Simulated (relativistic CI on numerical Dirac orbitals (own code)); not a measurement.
**Pr44+: sensitivity of the levels to the model**

Base calculation: Dirac-Coulomb-Breit CI, orbitals from a KLI potential per configuration, model QED (radiative potential, 1s self-energy scaled to tabulated hydrogen-like ionisation energies), unscaled Slater integrals.

CI space (outside the closed core [Ne]): 3s2 3p3, 3s 3p4, 3s2 3p2 3d, 3p5, 3s 3p3 3d, 3p4 3d, 3s 3p2 3d2, 3s2 3p 3d 4p, 3p4 4s, 3s 3p2 3d 4s, 3p4 4p, 3s2 3p2 4s, 3s2 3p 3d2, 3s2 3d3, 3s 3p 3d3, 3s2 3d2 4s, 3p3 3d2, 3p2 3d3, 3p2 3d2 4s, 3s2 3p 3d 4s, 3s 3p 3d2 4s, 3s2 3d 4s2, 3s 3p2 3d 4p, 3s 3p 3d2 4p, 3p2 3d2 4p, 3s 3p 3d 4s 4p. Double excitations out of closed p, d and f shells are left out; levels of such configurations are missing from the list, as are those of other unlisted configurations, and high levels can miss mixing partners.

Variants: (1) one mean potential for all configurations. Shifts of the energy above 3s2 3p3 2P°_3/2, in eV, for the lowest level and the first level of each name with at least 55 % of one term (blank where a level changes its place among those of its configuration and J or its character, or is not in the variant):

| Level | Base | Δ(1) |
| --- | --- | --- |
| 3s2 3p3 2P°_3/2 | 0.000 | 0.000 |
| 3s2 3p3 2D°_5/2 | 120.331 | +0.015 |
| 3s2 3p3 2P°_1/2 | 131.761 | +0.011 |
| 3s 3p4 4P_5/2 | 235.961 | +0.095 |
| 3s2 3p2 3d 4D_1/2 | 283.112 | -0.020 |
| 3s2 3p2 3d 2G_9/2 | 319.272 | -0.028 |
| 3s 3p4 2D_5/2 | 371.350 | +0.090 |
| 3s2 3p2 3d 4F_9/2 | 434.881 | -0.026 |

At this charge energies of transitions that change n are usually good to better than 1 %, and those within a shell (Δn = 0) to a few per cent.

Ionisation energy from the two ground configurations alone: base 3512.29 eV. The NIST ASD value (theoretical) is 3512 eV.

LS names give the leading component of a level, which can be under half, so a name can repeat, a term be missing and a line seem to break the LS rules.
